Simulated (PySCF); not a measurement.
Compound: C6H4F6.
Cartesian coordinates in Å at the PBE0-D3(BJ)/def2-SVP level; atoms count from 1:
```xyz
16
C6H4F6 angstrom
C     -0.6026   -2.3739   -0.0150
C     -0.6286   -1.0369   -0.1056
C      0.5356   -0.2212    0.2260
C      0.6367    1.1102    0.1424
C      1.8866    1.8386    0.5099
F      1.6457    2.7473    1.4615
F      2.3855    2.4965   -0.5425
F      2.8423    1.0231    0.9628
C     -1.8903   -0.3462   -0.5636
F     -2.3276    0.5199    0.3559
F     -2.8768   -1.2077   -0.8054
F     -1.6779    0.3484   -1.6866
H      0.3035   -2.8879    0.3129
H     -1.4750   -2.9795   -0.2641
H      1.4064   -0.7828    0.5772
H     -0.1778    1.7535   -0.1973
```

The closed-shell ground state was solved at several levels (PySCF, density fitting, gas phase, non-relativistic).

```json
{"level": "B3LYP/pcJ-1", "basis functions": "364", "HOMO (eV)": "-7.79", "LUMO (eV)": "-2.30", "gap (eV)": "5.49", "dipole (D)": "2.86"}
{"level": "wB97X-D/def2-SVPD", "basis functions": "290", "HOMO (eV)": "-9.85", "LUMO (eV)": "-0.42", "gap (eV)": "9.43", "dipole (D)": "2.97"}
{"level": "mPW1PW91/pcSseg-2", "basis functions": "488", "HOMO (eV)": "-8.05", "LUMO (eV)": "-2.17", "gap (eV)": "5.88", "dipole (D)": "2.89"}
```

Q: Estimate the row for PBE0/pcSseg-1, a basis of 224 functions; the other rows only guide the guess.

A: HOMO -8.04 eV, LUMO -2.12 eV, gap 5.92 eV, dipole 2.87 D.

Q: Over all these levels, which gives the widest orbital gap and which the narrowest?

A: wB97X-D/def2-SVPD (range-separated hybrid) has the widest, 9.43 eV, and B3LYP/pcJ-1 (global hybrid, 20 % exact exchange) the narrowest, 5.49 eV. Functional and basis both differ between the two, so the spread mixes both effects.

Q: How far do the dipole and the HOMO energy spread over the levels?

A: The dipole runs from 2.86 to 2.97 D (mean 2.90 D) and the HOMO from -9.85 to -7.79 eV.

One conformer stands for the species.
